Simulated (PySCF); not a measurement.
## Field gradients at the hydrogen positions

Compound: C₇H₁₄P₂.
SMILES with atom numbers: `[CH2:1]=[C:2]([CH3:3])[P:4]1[CH2:5][CH2:6][PH:7][CH2:8][CH2:9]1` (hydrogens: H10, H11 on C1; H12, H13, H14 on C3; H15, H16 on C5; H17, H18 on C6; H19 on P7; H20, H21 on C8; H22, H23 on C9)

Structure used (GFN2-xTB), in Å, numbered top down from 1:
```xyz
23
C7H14P2 angstrom
C     -2.454   -0.914    0.828
C     -1.897   -0.135   -0.090
C     -2.528    0.091   -1.432
P     -0.404    0.884    0.222
C      0.435   -0.116    1.548
C      1.873    0.342    1.753
P      3.042   -0.024    0.356
C      2.088    0.727   -1.051
C      0.643    0.264   -1.192
H     -3.376   -1.440    0.630
H     -2.030   -1.063    1.805
H     -1.988   -0.456   -2.205
H     -3.563   -0.245   -1.437
H     -2.497    1.150   -1.689
H     -0.119    0.036    2.480
H      0.398   -1.178    1.287
H      2.296   -0.140    2.642
H      1.910    1.423    1.925
H      2.572   -1.329    0.141
H      2.649    0.492   -1.962
H      2.128    1.813   -0.918
H      0.588   -0.829   -1.240
H      0.230    0.674   -2.118
```

Level: PBE0/pcSseg-1 (PySCF, non-relativistic); Q(2H) = 0.00286 b; rigid geometry, the same for H and D, with no vibrational averaging.

Question: Rank these positions by the coupling χzz of a deuteron there, largest first.
A. H15 (methylene hydrogen)
B. H19 (P–H hydrogen)
C. H13 (methyl hydrogen)
D. H10 (vinylic hydrogen)

Answer: D (224 kHz), C (211 kHz), A (203 kHz), B (128 kHz).

Question: What are Vzz, η and χzz (234.96 MHz × Q × Vzz) at all hydrogens?

Answer: 
```csv
atom,bonded to,bond length (Å),Vzz (au),η,χzz (kHz)
H10,C1,1.079,0.3338,0.06,224
H11,C1,1.076,0.3395,0.06,228
H12,C3,1.090,0.3110,0.02,209
H13,C3,1.088,0.3138,0.03,211
H14,C3,1.090,0.3084,0.03,207
H15,C5,1.095,0.3024,0.02,203
H16,C5,1.095,0.2988,0.02,201
H17,C6,1.096,0.3006,0.03,202
H18,C6,1.095,0.2987,0.02,201
H19,P7,1.404,0.1904,0.08,128
H20,C8,1.096,0.3004,0.03,202
H21,C8,1.095,0.2987,0.02,201
H22,C9,1.096,0.2987,0.03,201
H23,C9,1.094,0.3029,0.02,204
```

Question: Average by the element that carries the hydrogen.

Answer: on C: 207 kHz over 13 positions, mean bond length 1.091 Å; on P: 128 kHz over 1 position, mean bond length 1.404 Å.

Question: How does χzz go with the bond length over the 13 C–H bonds?

Answer: A straight-line fit has a slope of -13.7 kHz for each 0.01 Å, with a correlation coefficient of -1.00, over lengths from 1.076 to 1.096 Å. The longer bonds have the smaller couplings here.

The structure is a single GFN2-xTB conformer in the gas phase; no vibrational or solvent corrections. GFN2-xTB bond lengths can be off by several hundredths of an ångström, more for odd bonds, and the gradients follow them. The small basis limits the accuracy of the gradients.

The run behind these numbers computed NMR shieldings as well. The run took 53 s wall on an Intel Xeon Platinum 8488C with one thread, shared host with 192 logical CPUs at a one-minute load of 10, and the process peaked at 1.1 GiB of memory.
